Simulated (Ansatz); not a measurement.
A nudged elastic band was laid between two geometries of AlClH2 + BrH (6 atoms, charge 0, multiplicity 1).

All numbers below come from Ansatz 0.2.0, RHF/def2-SVP.

```json
{
  "movable images": "7",
  "climbing image": "yes",
  "spring": "5.0 eV/Å²",
  "optimiser": "quadratic models (default)",
  "start path": "through a guess of the saddle point",
  "force threshold": "0.05 eV/Å",
  "iteration limit": "60",
  "end points": "relaxed"
}
```

Image 0:

```xyz
6
Properties=species:S:1:pos:R:3
Al 0.013 0.280 -0.059
H 0.027 0.867 1.398
H 1.295 -0.012 -0.913
Cl -1.859 0.241 -1.056
Br 0.052 -2.615 1.146
H -0.586 -2.263 2.354
```

Image 8:

```xyz
6
Properties=species:S:1:pos:R:3
Al -0.034 -0.718 -0.598
H -0.225 0.282 2.590
H 1.287 0.103 -0.602
Cl -1.836 0.178 -1.188
Br -0.052 -2.887 0.000
H -0.197 -0.461 2.668
```

(1) Which bonds break or form, and what moves?

(2) What energy profile does the band end with?

(3) What is the geometry of the highest image?

(4) What are the harmonic wavenumbers there?

Results:

(1) Bonds broken: Al1–H2, Br5–H6. Bonds formed: Al1–Br5, H2–H6. AlClH2 + BrH becomes AlBrClH + H2.

(2) It converged. The highest image is number 3 of 0 to 8, 68.3 kJ/mol above the first end and 183.7 kJ/mol above the last; the last end lies 115.3 kJ/mol below the first. A vibrational analysis at the climbing image gives one clearly imaginary mode, 1309i cm⁻¹: a first-order saddle point. The orbitals stay closed-shell, which can raise the energy where a bond breaks towards radicals; this wasn't checked here.

```tsv
image	path coordinate (Å)	energy (kJ/mol)	Al1–H2 (Å)	Br5–H6 (Å)	Al1–Br5 (Å)
0	0.00	0.0	1.57	1.41	3.14
1	0.62	3.2	1.57	1.41	3.06
2	1.24	23.4	1.58	1.42	2.96
3	1.85	68.3	1.66	1.60	2.63
4	2.36	-36.2	1.88	2.09	2.41
5	2.87	-101.4	2.18	2.60	2.28
6	3.38	-113.4	2.55	3.13	2.26
7	3.89	-115.4	2.98	3.58	2.25
8	4.40	-115.3	3.35	3.61	2.25
```

(3) 
```xyz
6
Properties=species:S:1:pos:R:3
Al -0.060 -0.170 0.018
H -0.158 0.099 1.654
H 1.337 0.025 -0.641
Cl -1.875 0.210 -0.979
Br -0.128 -2.567 1.088
H -0.175 -1.100 1.730
```

(4) 1309i, 101, 249, 433, 546, 608, 707, 1051, 1129, 1385, 1839, 2113 cm⁻¹.

Time of the run: 110 s on 1 thread of Arm Neoverse V1 (shared host), peak memory 0.16 GiB.
